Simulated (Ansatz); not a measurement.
CuHO, SMILES `[OH][Cu]`. Charge 0, multiplicity 1. The geometry is a stationary point of PBE0-D4/def2-TZVP.

```xyz
3

O     0.133    0.011    0.561
Cu   -0.462    0.886   -0.877
H     0.329   -0.897    0.315
```

Question: What is the dipole moment at PBE/def2-TZVPP? (Best estimate.)

Answer: Ansatz gave: 3.25 D, with components (-0.94, 0.74, -3.02) D in this frame, pointing from negative to positive charge.

Question: And with r2SCAN, B3LYP, ωB97M-V? (An estimate is asked.)

Answer: Computed: r2SCAN 3.54 D, B3LYP 3.80 D, ωB97M-V 4.25 D.

Question: Give the Mulliken charges with PBE, ωB97M-V, B3LYP in def2-TZVPP. (Estimate.)

Answer: Computed: 
```csv
atom,PBE,ωB97M-V,B3LYP
O1,-0.51,-0.58,-0.57
Cu2,0.32,0.42,0.39
H3,0.19,0.17,0.18
```

B3LYP here is the variant with VWN-RPA as its local correlation; programs differ in this.
